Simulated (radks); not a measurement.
The osmium ion Os2+ inside a hard spherical wall (all orbitals vanish at R), configuration held at [Xe] 4f14 5d6 and not refilled when levels cross. Calculated with a radial shooting solver on a logarithmic mesh with Libxc functionals: scalar-relativistic Kohn-Sham, PBE, spin-polarised, spherical densities, finite nucleus; open shells are filled with parallel spins first (spin-orbit coupling, left out, can overturn this in heavy ions); Fermi nuclear charge, rms radius 5.4126 fm. Eigenvalues in eV for spin up, with the zero of energy where the potential of the charges vanishes at infinity; a dash marks a level that is unbound or too diffuse for the functional's potential to be trusted. A positive occupied level is held by the wall or, in an anion where self-interaction has pushed it up, behind a barrier. The pressure on the wall is -dE/dV.

R (bohr)	E (hartree)	kinetic (hartree)	e(5s)	e(4f)	e(5p)	e(5d)	e(6s, empty)	e(6p, empty)	pressure (GPa)
free	-17249.8542	19111.200	-109.31	-69.083	-68.935	-24.029	-21.521	-14.210	0
20	-17249.8542	19111.200	-109.31	-69.083	-68.935	-24.029	-21.521	-14.210	< 0.0001
15	-17249.8542	19111.200	-109.31	-69.083	-68.935	-24.029	-21.521	-14.210	< 0.0001
12	-17249.8542	19111.200	-109.31	-69.083	-68.935	-24.029	-21.521	-14.210	< 0.0001
8	-17249.8542	19111.200	-109.30	-69.082	-68.933	-24.027	-21.519	-14.180	0.00137
7	-17249.8540	19111.202	-109.30	-69.073	-68.925	-24.020	-21.503	-14.080	0.0165
6	-17249.8528	19111.216	-109.24	-69.012	-68.870	-23.970	-21.400	-13.686	0.194
4	-17249.7654	19111.813	-107.46	-67.098	-67.213	-22.302	-17.892	-6.916	26.4
3	-17249.1490	19114.998	-101.77	-60.596	-61.880	-15.794	-3.020	14.914	396
2.5	-17247.6639	19122.019	-94.024	-51.274	-54.123	-5.166	22.673	48.409	1960
2	-17241.9578	19147.019	-75.319	-29.051	-33.249	23.619	93.348	132.71	12700
